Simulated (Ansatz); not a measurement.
Total energies of C2H6FInO (`C[CH2][In]([OH])[F]`).

Cartesian coordinates in Å:
```
C -0.542 1.346 -0.589
C -0.791 0.339 0.523
In 0.552 -1.332 0.564
O 2.099 -1.906 -0.525
F 0.326 -2.699 1.942
H -0.633 0.895 -1.580
H -1.267 2.164 -0.540
H 0.452 1.793 -0.524
H -1.791 -0.095 0.461
H -0.712 0.799 1.511
H 2.307 -1.303 -1.242
```

Charge 0, multiplicity 1. Correlated methods include outer-core shells of In, which these sets cover unevenly. In takes the def2 core potential. The structure was optimised at the PBE0-D4/def2-TZVP level. It is one conformer, not always the lowest. Basis def2-TZVPP, the Gaussian-basis code of Ansatz.

RPA on PBE orbitals: Hartree–Fock energy of these orbitals -442.81643 Eh, correlation -1.74615 Eh (frozen core).

```json
{"functional": "LDA (SPW92)", "energy without D4 (Eh)": "-442.93156", "D4 term (kJ/mol)": "–"}
{"functional": "PBE", "energy without D4 (Eh)": "-444.89893", "D4 term (kJ/mol)": "-18.2"}
{"functional": "revPBE", "energy without D4 (Eh)": "-445.15115", "D4 term (kJ/mol)": "-52.8"}
{"functional": "BLYP", "energy without D4 (Eh)": "-445.07635", "D4 term (kJ/mol)": "-39.3"}
{"functional": "r2SCAN", "energy without D4 (Eh)": "-445.12708", "D4 term (kJ/mol)": "-4.5"}
{"functional": "B97M-V", "energy without D4 (Eh)": "-445.12545", "D4 term (kJ/mol)": "–"}
{"functional": "PBE0", "energy without D4 (Eh)": "-444.90641", "D4 term (kJ/mol)": "-15.5"}
{"functional": "B3LYP", "energy without D4 (Eh)": "-445.25702", "D4 term (kJ/mol)": "-29.3"}
{"functional": "r2SCANh", "energy without D4 (Eh)": "-445.09839", "D4 term (kJ/mol)": "-4.8"}
{"functional": "r2SCAN0", "energy without D4 (Eh)": "-445.05721", "D4 term (kJ/mol)": "-5.4"}
{"functional": "HSE06 (plane-wave form)", "energy without D4 (Eh)": "-444.89264", "D4 term (kJ/mol)": "-14.5"}
{"functional": "BHLYP", "energy without D4 (Eh)": "-444.97348", "D4 term (kJ/mol)": "-23.9"}
{"functional": "CAM-B3LYP", "energy without D4 (Eh)": "-445.06944", "D4 term (kJ/mol)": "-15.8"}
{"functional": "LC-ωPBE", "energy without D4 (Eh)": "-445.07055", "D4 term (kJ/mol)": "–"}
{"functional": "ωB97X-V", "energy without D4 (Eh)": "-445.07995", "D4 term (kJ/mol)": "–"}
{"functional": "ωB97M-V", "energy without D4 (Eh)": "-445.03506", "D4 term (kJ/mol)": "–"}
{"functional": "B2PLYP", "energy without D4 (Eh)": "-444.79408", "D4 term (kJ/mol)": "–"}
{"functional": "PBE-QIDH", "energy without D4 (Eh)": "-444.67186", "D4 term (kJ/mol)": "–"}
```

B3LYP takes the VWN-RPA correlation (the form of Gaussian; ORCA's B3LYP/G). HSE06 is the plane-wave form, built on full-range PBE exchange. The double hybrids freeze the cores in their second-order part.

LC-ωPBE has ω = 0.4 bohr⁻¹.
